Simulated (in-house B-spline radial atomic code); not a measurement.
Settings and results of a run for Al⁹⁺. Level of theory: Dirac-Kohn-Sham LDA exchange-only, spherical fractional occupations, Fermi nucleus of rms radius 3.061 fm; calculated with an all-electron radial atomic-structure program (B-spline basis).

Command:
```bash
python run_scf.py task.json out
```
Settings (nuclear radius in fm, mass in u):
```
Z                13
configuration    [He] 2s2
hamiltonian      dirac
method           lda,
spin_polarised   False
nucleus          fermi
rms_radius       3.061
atomic_mass      26.98154
speed_of_light   137.035999084
```

Output (hartree, bohr):
```
 radial grid: 62 intervals, B-splines of order 8, outer radius 4.1237 bohr

 iter        energy (Eh)    residual
    1        -189.692330    8.12e-01
    2        -190.810217    3.75e-02
    3        -190.813396    1.77e-02
    4        -190.814097    8.33e-03
    5        -190.814294    4.86e-04
    6        -190.814295    1.54e-06
    7        -190.814295    2.19e-08

 total energy                      -190.81429
 kinetic                             191.6785
 electron-nucleus                   -402.5407
 Hartree                              28.8364
 exchange-correlation                 -8.7885

 first-order corrections (not in the total)
   Gaunt                             0.0318
   retardation                      -0.0005
   frequency dependence              0.0000
   self-energy                       0.0300
   Uehling                          -0.0018
   Wichmann-Kroll                    0.0000
   recoil                            0.0039

 orbital      occ     eigenvalue          <r>       <r^2>       <1/r>       <r^4>     <1/r^2>       r_max    small
 1s1/2      2.000       -68.6662     0.119732   0.0192576     12.6481 0.000950434     324.494     0.07848  2.12e-03
 2s1/2      2.000       -13.7875     0.522888    0.320044     2.83423    0.171409     33.1723      0.4466  4.24e-04

 Slater integrals (Eh)
   F0(1s1/2,1s1/2)               7.854510
   F0(1s1/2,2s1/2)               2.418377
   G0(1s1/2,2s1/2)               0.232250
   F0(2s1/2,2s1/2)               1.726947
```

Time taken, with all properties: 0.23 s on 1 thread of Intel(R) Xeon(R) Platinum 8375C CPU @ 2.90GHz, on a shared host.

For the Dirac Hamiltonian the kinetic term is c α·p + (β - 1)c².
